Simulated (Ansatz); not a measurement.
Consider the ligand exchange at the Si–C bond: `N[SiH2]C(N)[SiH3]` + `[OH][Ga]([F])[F]` → `[F][Ga]([F])[O][SiH3]` + `NC[SiH2]N`.

Program: Ansatz. Geometries: PBE0-D4/def2-TZVP. ΔE: electronic, gas phase. CCSD(T)/CBS adds triple-zeta CCSD(T) − MP2 to the extrapolated MP2 energy (def2 sets, frozen cores). Functionals use def2-TZVPP. For Ga outer-core shells are correlated without core-valence functions, which leaves a few kJ/mol of doubt a bond. Scalar relativity is left out up to krypton. One conformer a species, not always the lowest.

| level | ΔE (kJ/mol) |
| --- | --- |
| ωB97M-V | -100.9 |
| B2PLYP | -109.6 |
| PBE | -87.1 |
| r2SCAN | -100.2 |
| PBE0 | -96.5 |
| HF/def2-TZVPP | -138.1 |
| SCS-MP2/def2-TZVPP | -111.6 |
| HF/def2-QZVPP | -139.9 |

(1) What does CCSD(T)/CBS give? (Best estimate.)

Largest T1 diagnostic among the species: 0.015.

Answers

(1) Computed: -103.0 kJ/mol. The listed levels differ from it by 2.1, -6.6, 15.9, 2.8, 6.5, -35.1, -8.6, -36.9 kJ/mol.

The D4 term adds +6.2 kJ/mol with B3LYP and +3.5 kJ/mol with PBE0; it sums over pairs of atoms, weighted by their polarisabilities, and B3LYP, whose exchange is more repulsive, gets the larger term. From PBE to PBE0 (25 % exact exchange), in def2-TZVPP and without D4, ΔE moves by −9.4 kJ/mol. In def2-TZVPP, CCSD(T) changes the Hartree–Fock value by +33.6 kJ/mol (the triples alone add +5.4 kJ/mol) and MP2 by +33.3 kJ/mol.

B3LYP here is the variant with VWN-RPA as its local correlation; programs differ in this.
